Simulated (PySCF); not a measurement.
C4H9NSi, SMILES CN[Si@H](C#C)C.

Geometry: B3LYP-D3(BJ)/def2-SVP. The structure was generated by enumeration; whether it is a known compound was not checked. The values are those of a single conformer.

Two levels are set side by side: TDA-PBE/def2-SVPD (PySCF) and TDA-ωB97X/def2-SVPD (PySCF). Vertical, same geometry. The lowest singlet is HOMO→LUMO 100 % with PBE and HOMO−1→LUMO 57 %, HOMO−2→LUMO 11 % with the other functional; states are paired by order. Differences are taken from unrounded values.

```csv
quantity,TDA-ωB97X,TDA-PBE,TDA-PBE minus TDA-ωB97X
lowest singlet excitation (eV),6.06,4.48,-1.58
lowest triplet excitation (TDA) (eV),5.04,4.34,-0.70
```

A lower first singlet is the usual sign of a functional without exact exchange. Differences between two approximate levels are no errors against the true value.

Rough cost on one machine, each run with all the roots and properties that it gave: TDA-ωB97X against TDA-PBE about 4 times.
